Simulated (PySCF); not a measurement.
C₅H₄N, doublet, at a GFN2-xTB geometry. Base run: PBE/3-21G (PySCF).

Geometry (Å):
```xyz
10

N     -0.0158    -0.0541     1.3456
C      0.0162    -0.0575    -1.3961
C     -0.0056     1.0804     0.6787
C     -0.0107    -1.2145     0.7028
C      0.0052    -1.2151    -0.6666
C      0.0106     1.1531    -0.7049
H      0.0287    -0.0701    -2.4769
H     -0.0109     1.9762     1.2864
H     -0.0197    -2.1066     1.3104
H      0.0187     2.1013    -1.2224
```
Charge 0, spin multiplicity 2.
Orbitals are unrestricted.
All else is at PySCF's defaults.
Base energy -245.91268 Eh.

Each row names what was changed in the base input (with any setting that the change needs).

```
change                                     ΔE vs base (µEh)  grid points  electrons on the grid
-----------------------------------------  ----------------  -----------  ---------------------
base                                                    0.0       123728               41.00004
grids.prune = dft.gen_grid.sg1_prune                  -11.7        55144               41.00008
grids.level = 5                                         3.1       351168               41.00000
grids.atom_grid = (99, 590)                             4.1       320112               41.00000
grids.radi_method = gauss_chebyshev                     0.5       120016               41.00004
grids.radi_method = delley                              0.1       130744               41.00004
grids.level = 1                                       -53.5        40912               41.00024
grids.atom_grid = (50, 194)                           -41.1        65632               41.00028
grids.becke_scheme = stratmann                         -0.1       123728               41.00004
grids.level = 4                                         4.1       233752               41.00000
grids.prune = dft.gen_grid.treutler_prune              -3.9       107456               41.00004
```

Open shells are given as the SCF converged; they aren't shown to be the lowest states, and a large step between rows can be another state.
